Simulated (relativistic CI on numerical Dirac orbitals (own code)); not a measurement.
# Electric-dipole transitions in Gd³⁷⁺

These numbers are calculated, not measured: Dirac-Coulomb-Breit CI, separate exchange-only KLI orbitals for each configuration, model QED (radiative potential, 1s self-energy scaled to tabulated hydrogen-like ionisation energies), unscaled Slater integrals (own radial code, finite nucleus).

Configurations in the expansion (outside the closed core [Ne]): 3s²3p⁶3d⁹, 3s²3p⁵3d¹⁰, 3s3p⁶3d¹⁰, 3s²3p⁶3d⁸4s, 3s²3p⁶3d⁸4p, 3s²3p⁶3d⁸4d, 3s²3p⁴3d¹⁰4s, 3s²3p⁴3d¹⁰4p, 3s²3p⁵3d⁹4s, 3s²3p⁶3d⁸4f, 3s²3p⁴3d¹⁰4d, 3s²3p⁵3d⁹4p, 3s3p⁵3d¹⁰4s, 3s²3p⁶3d⁷4s², 3s3p⁵3d¹⁰4p, 3s²3p⁵3d⁹4d. Levels of other configurations are missing.

```csv
λ vac (Å),Lower,Upper,A (s⁻¹),E lower (10³ cm⁻¹),E upper (10³ cm⁻¹)
8.5363,3s²3p⁶3d⁹ ²D5/2 [1],3s²3p⁶3d⁸4f ⁴G°7/2 [172],2.66e+13,0.0,11714.7
8.5382,3s²3p⁶3d⁹ ²D5/2 [1],3s²3p⁶3d⁸4f ²D°5/2 [171],2.37e+13,0.0,11712.1
8.5714,3s²3p⁶3d⁹ ²D5/2 [1],3s²3p⁶3d⁸4f ²D°3/2 [164],1.60e+13,0.0,11666.7
8.7432,3s²3p⁶3d⁹ ²D5/2 [1],3s²3p⁵3d⁹4s ²D°5/2 [139],6.22e+12,0.0,11437.5
8.7534,3s²3p⁶3d⁹ ²D3/2 [2],3s²3p⁵3d⁹4s ²F°5/2 [169],8.96e+12,262.1,11686.3
8.8714,3s²3p⁶3d⁹ ²D5/2 [1],3s²3p⁵3d⁹4s ²F°7/2 [133],8.94e+12,0.0,11272.2
10.411,3s²3p⁶3d⁹ ²D5/2 [1],3s²3p⁶3d⁸4p ²F°7/2 [37],3.42e+12,0.0,9604.9
26.771,3s²3p⁶3d⁹ ²D3/2 [2],3s²3p⁵3d¹⁰ ²P°1/2 [4],2.82e+12,262.1,3997.5
35.376,3s²3p⁶3d⁸4s ²F7/2 [7],3s²3p⁵3d⁹4s ²D°5/2 [139],1.48e+12,8610.7,11437.5
35.396,3s²3p⁶3d⁸4s ⁴F9/2 [6],3s²3p⁵3d⁹4s ⁴D°7/2 [138],1.43e+12,8590.3,11415.5
35.953,3s²3p⁶3d⁹ ²D5/2 [1],3s²3p⁵3d¹⁰ ²P°3/2 [3],1.10e+12,0.0,2781.4
36.131,3s²3p⁶3d⁸4s ⁴F7/2 [11],3s²3p⁵3d⁹4s ⁴D°5/2 [155],8.98e+11,8847.8,11615.4
36.484,3s²3p⁵3d¹⁰ ²P°3/2 [3],3s3p⁶3d¹⁰ ²S1/2 [5],1.58e+12,2781.4,5522.3
36.708,3s²3p⁶3d⁸4s ²G9/2 [16],3s²3p⁵3d⁹4s ²F°7/2 [166],7.64e+11,8952.5,11676.7
37.573,3s²3p⁶3d⁸4s ²D5/2 [8],3s²3p⁵3d⁹4s ²D°5/2 [134],7.65e+11,8656.7,11318.1
37.702,3s²3p⁶3d⁸4s ⁴F9/2 [6],3s²3p⁵3d⁹4s ⁴F°9/2 [132],4.01e+11,8590.3,11242.7
75.131,3s²3p⁶3d⁸4p ²G°9/2 [22],3s²3p⁶3d⁸4d ⁴G9/2 [70],1.94e+11,9193.3,10524.3
75.226,3s²3p⁶3d⁸4p ²F°5/2 [24],3s²3p⁶3d⁸4d ²G7/2 [73],2.49e+11,9249.9,10579.3
75.496,3s²3p⁶3d⁸4p ⁴G°7/2 [27],3s²3p⁶3d⁸4d ⁴H9/2 [88],3.22e+11,9439.5,10764.1
75.686,3s²3p⁶3d⁸4p ⁴D°7/2 [21],3s²3p⁶3d⁸4d ⁴D7/2 [68],2.21e+11,9181.1,10502.3
75.783,3s²3p⁶3d⁸4p ²G°9/2 [22],3s²3p⁶3d⁸4d ²H11/2 [69],3.26e+11,9193.3,10512.8
76.347,3s²3p⁶3d⁸4p ²H°9/2 [32],3s²3p⁶3d⁸4d ²I11/2 [99],2.96e+11,9541.0,10850.8
76.516,3s²3p⁶3d⁸4p ⁴D°7/2 [21],3s²3p⁶3d⁸4d ⁴P5/2 [67],2.83e+11,9181.1,10488.0
97.750,3s²3p⁶3d⁸4s ²G9/2 [16],3s²3p⁶3d⁸4p ²G°9/2 [61],1.02e+11,8952.5,9975.5
98.975,3s²3p⁶3d⁸4p ²F°7/2 [40],3s²3p⁶3d⁸4d ²G9/2 [83],1.66e+11,9663.1,10673.5
99.045,3s²3p⁶3d⁸4s ⁴F9/2 [6],3s²3p⁶3d⁸4p ⁴F°9/2 [36],8.87e+10,8590.3,9600.0
99.277,3s²3p⁶3d⁸4p ⁴G°11/2 [35],3s²3p⁶3d⁸4d ⁴H13/2 [74],1.80e+11,9579.6,10586.9
99.358,3s²3p⁶3d⁸4s ²D5/2 [8],3s²3p⁶3d⁸4p ²F°7/2 [40],1.34e+11,8656.7,9663.1
99.376,3s²3p⁶3d⁸4p ⁴G°9/2 [46],3s²3p⁶3d⁸4d ⁴H11/2 [97],1.68e+11,9837.2,10843.5
99.407,3s²3p⁶3d⁸4s ²G7/2 [17],3s²3p⁶3d⁸4p ²G°7/2 [59],1.16e+11,8955.4,9961.3
99.662,3s²3p⁶3d⁸4s ⁴P3/2 [15],3s²3p⁶3d⁸4p ⁴D°5/2 [57],1.30e+11,8942.7,9946.1
99.862,3s²3p⁶3d⁸4p ⁴F°9/2 [36],3s²3p⁶3d⁸4d ⁴G11/2 [78],1.23e+11,9600.0,10601.3
99.930,3s²3p⁶3d⁸4s ⁴F7/2 [11],3s²3p⁶3d⁸4p ⁴F°7/2 [48],8.38e+10,8847.8,9848.5
99.991,3s²3p⁶3d⁸4p ²H°11/2 [55],3s²3p⁶3d⁸4d ²I13/2 [112],1.76e+11,9930.7,10930.8
100.15,3s²3p⁶3d⁸4s ²F7/2 [7],3s²3p⁶3d⁸4p ²D°5/2 [38],1.34e+11,8610.7,9609.2
100.56,3s²3p⁶3d⁸4s ⁴P5/2 [13],3s²3p⁶3d⁸4p ⁴D°7/2 [52],1.38e+11,8909.3,9903.7
100.59,3s²3p⁶3d⁸4s ²F7/2 [7],3s²3p⁶3d⁸4p ²F°7/2 [37],9.77e+10,8610.7,9604.9
100.60,3s²3p⁶3d⁸4s ²D5/2 [20],3s²3p⁶3d⁸4p ²F°7/2 [64],1.46e+11,9151.0,10145.0
101.07,3s²3p⁶3d⁸4s ⁴F7/2 [11],3s²3p⁶3d⁸4p ⁴G°9/2 [46],1.44e+11,8847.8,9837.2
101.08,3s²3p⁶3d⁸4s ⁴F9/2 [6],3s²3p⁶3d⁸4p ⁴G°11/2 [35],1.44e+11,8590.3,9579.6
101.09,3s²3p⁶3d⁸4s ²F7/2 [7],3s²3p⁶3d⁸4p ⁴F°9/2 [36],5.74e+10,8610.7,9600.0
101.89,3s²3p⁶3d⁸4s ²G7/2 [17],3s²3p⁶3d⁸4p ²F°5/2 [56],1.31e+11,8955.4,9936.9
102.23,3s²3p⁶3d⁸4s ²G9/2 [16],3s²3p⁶3d⁸4p ²H°11/2 [55],1.40e+11,8952.5,9930.7
169.27,3s²3p⁶3d⁸4s ⁴F9/2 [6],3s²3p⁶3d⁸4p ⁴D°7/2 [21],2.26e+10,8590.3,9181.1
171.66,3s²3p⁶3d⁸4s ²F7/2 [7],3s²3p⁶3d⁸4p ²G°9/2 [22],1.70e+10,8610.7,9193.3
```

Terms are leading LS components. Brackets give the number of a level in order of energy, since labels repeat. The list gives strong lines, with weight on those to low levels, without lines whose two gauges differ by over a factor of 2.5, among the lowest 200 of 499 levels, so that lines to higher ones, which can be the strongest, are missing. Levels whose partners in the same complex of configurations lie outside the list can be far off, and so can their lines. Rates are taken at the computed energies, electric ones in the length gauge.

At this charge energies of transitions that change n are usually good to better than 1 %, and those within a shell (Δn = 0) to a few per cent.

LS names give the leading component of a level, which can be under half, so a name can repeat, a term be missing and a line seem to break the LS rules.
